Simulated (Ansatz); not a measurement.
Input (CCSDT(Q)/cc-pV(D+d)Z; Ansatz, a program for electronic structure): A basis named .json is the Basis Set Exchange file of that set.

Ansatz 0.2 input:
```yaml
crystal:
  periodic: [false, false, false]
  atoms:
    - {symbol: Si, position_ang: [-0.22386918, -0.09658856, 0.50157376]}
    - {symbol: N, position_ang: [-1.42368513, -0.97379012, -0.32756313]}
    - {symbol: N, position_ang: [0.89452724, -1.20878929, 1.13827958]}
    - {symbol: Cl, position_ang: [0.49975291, 1.23822477, -0.92887806]}
    - {symbol: H, position_ang: [-0.62737265, 0.75973185, 1.63287968]}
    - {symbol: H, position_ang: [-1.93870209, -0.57088769, -1.09213635]}
    - {symbol: H, position_ang: [-1.90389070, -1.74490701, 0.10699595]}
    - {symbol: H, position_ang: [1.30467485, -1.92073354, 0.55356425]}
    - {symbol: H, position_ang: [1.50776463, -0.94272881, 1.89257591]}
basis:
  gaussian:
    orbitals: cc-pV_D+d_Z.json
magnetization: {spin_polarized: false}
correlation: {method: ccsdt_q, electrons: outside_noble_gas}
```

Output:

```
Functional definition: HF
integrals: 0.19 GiB planned
1946 factors; integrals over basis functions are off by at most 1.7e-7 eV
mean field: 0.69 GiB planned
mean field evaluation 1: about -23408.8755 eV, gradient 3.9e1 eV
mean field evaluation 2: about -23408.9276 eV, gradient 3.9e1 eV
mean field evaluation 4: about -23412.1476 eV, gradient 2.7e0 eV
mean field evaluation 8: about -23412.1773 eV, gradient 1.2e-1 eV
mean field evaluation 16: about -23412.1098 eV, gradient 4.9e-1 eV
mean field -23412.17739367 eV, -860.3816498737 hartree, gradient 8.3e-6 eV, S^2 0.000000; 0 other end points of the search recorded, 0 dependent functions left out
12 core orbitals not correlated
reference -23412.17739367 eV, -860.3816498737 hartree; 13, 13 occupied and 74, 74 virtual orbitals, 1946 factors
second order -15.70111282 eV of doubles, -0.00000000 eV of singles
coupled cluster: 9.37 GiB planned
cycle   1  -16.47236144 eV  change   -7.7e-1 eV  update   9.3e-2
cycle   2  -17.10048728 eV  change   -6.3e-1 eV  update   3.7e-2
cycle   3  -17.35737572 eV  change   -2.6e-1 eV  update   1.8e-2
cycle   4  -17.32369025 eV  change    3.4e-2 eV  update   4.6e-3
cycle   5  -17.32006076 eV  change    3.6e-3 eV  update   2.4e-3
cycle   6  -17.32183433 eV  change   -1.8e-3 eV  update   8.0e-4
cycle   7  -17.32211552 eV  change   -2.8e-4 eV  update   3.7e-4
cycle   8  -17.32198016 eV  change    1.4e-4 eV  update   1.3e-4
cycle   9  -17.32192653 eV  change    5.4e-5 eV  update   4.9e-5
cycle  10  -17.32196558 eV  change   -3.9e-5 eV  update   1.8e-5
cycle  11  -17.32191979 eV  change    4.6e-5 eV  update   7.7e-6
cycle  12  -17.32192487 eV  change   -5.1e-6 eV  update   2.6e-6
cycle  13  -17.32192542 eV  change   -5.5e-7 eV  update   1.1e-6
perturbative correction -0.03685665 eV, -0.0013544568 hartree
Total energy: -23429.53617574 eV, -861.0195733484 hartree
```
